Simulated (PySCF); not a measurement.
Isomers of C8H11FO, from PySCF 2.14.0, PBE0-D3(BJ)/def2-SVP geometry optimisation, gas phase. One conformer each, no zero-point energy, no frequencies.

**Question.** Which isomer lies lower at this level?
A. `[CH3:1][O:2][C:3]1=[C:4]([F:5])[C@@H:6]2[CH2:7][CH2:8][C@H:9]1[CH2:10]2` with C1–O2–C3–C4 -1°: A = 2185, B = 1221, C = 987.2 MHz, dipole 0.49 D
B. `F[C@]12CC[C@@](CC2=O)(C1)C`: A = 2170, B = 1251, C = 1057 MHz, dipole 4.18 D

**Answer.** B. That is `C1[C@@]2(F)C[C@](C)(CC2=O)C1`, 32.7 kcal/mol below the other.

```
                       SMILES                                                                 mapped SMILES      E (Eh)  relative (kcal/mol)  relative (kJ/mol)  dipole (D)
C[C@@]12CC[C@@](F)(C1)C(=O)C2  [CH3:1][C@@:2]12[CH2:3][CH2:4][C@@:5]([F:6])([CH2:7]1)[C:8](=[O:9])[CH2:10]2  -485.66399                  0.0                0.0        4.18
   COC1=C(F)[C@@H]2CC[C@H]1C2       [CH3:1][O:2][C:3]1=[C:4]([F:5])[C@@H:6]2[CH2:7][CH2:8][C@H:9]1[CH2:10]2  -485.61185                 32.7              136.9        0.49
```

As drawn, the lower has a C=O bond and a quaternary carbon, which the higher lacks; the higher has a C=C bond outside aromatic rings, which the lower lacks.
